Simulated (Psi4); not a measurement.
BeF (SMILES [Be][F]), doublet, at a GFN2-xTB geometry (such geometries of metal compounds can be far from the true shape) (the spin is typed, not shown lowest). Base run: Psi4 with M06-2X/3-21G.

Geometry (Å):
```xyz
2

Be     0.0000     0.0000    -0.9673
F      0.0000     0.0000     0.4299
```
Charge 0, spin multiplicity 2.
Orbitals are unrestricted.
All else is at Psi4's defaults (density fitting, Cartesian functions).

The base run was repeated with changes; each row names its change, and settings that it needs were set with it.

```json
[
 {"change": "base", "E (Eh)": "-113.94422", "dipole (D)": "1.05", "<S^2>": "0.751"},
 {"change": "functional = x3lyp", "E (Eh)": "-113.95101", "dipole (D)": "0.81", "<S^2>": "0.751"},
 {"change": "functional = b3lyp", "E (Eh)": "-113.99086", "dipole (D)": "0.80", "<S^2>": "0.751"},
 {"change": "functional = pbe0", "E (Eh)": "-113.86331", "dipole (D)": "0.85", "<S^2>": "0.752"},
 {"change": "functional = cam-b3lyp", "E (Eh)": "-113.94450", "dipole (D)": "0.83", "<S^2>": "0.751"},
 {"change": "functional = revpbe", "E (Eh)": "-113.94513", "dipole (D)": "0.59", "<S^2>": "0.752"},
 {"change": "functional = m11", "E (Eh)": "-113.89291", "dipole (D)": "0.87", "<S^2>": "0.751"},
 {"change": "functional = wb97m-v", "E (Eh)": "-113.95061", "dipole (D)": "0.92", "<S^2>": "0.751"},
 {"change": "functional = hse06", "E (Eh)": "-113.87575", "dipole (D)": "0.84", "<S^2>": "0.752"},
 {"change": "functional = r2scan", "E (Eh)": "-113.93465", "dipole (D)": "0.77", "<S^2>": "0.753"},
 {"change": "functional = wb97x-v", "E (Eh)": "-113.93941", "dipole (D)": "0.84", "<S^2>": "0.751"},
 {"change": "functional = hf (with energy('scf'))", "E (Eh)": "-113.50331", "dipole (D)": "1.37", "<S^2>": "0.752"},
 {"change": "functional = mn15", "E (Eh)": "-113.76753", "dipole (D)": "0.99", "<S^2>": "0.753"}
]
```

Total energies compare only within one method and basis.

Open shells are given as the SCF converged; they aren't shown to be the lowest states, and a large step between rows can be another state.
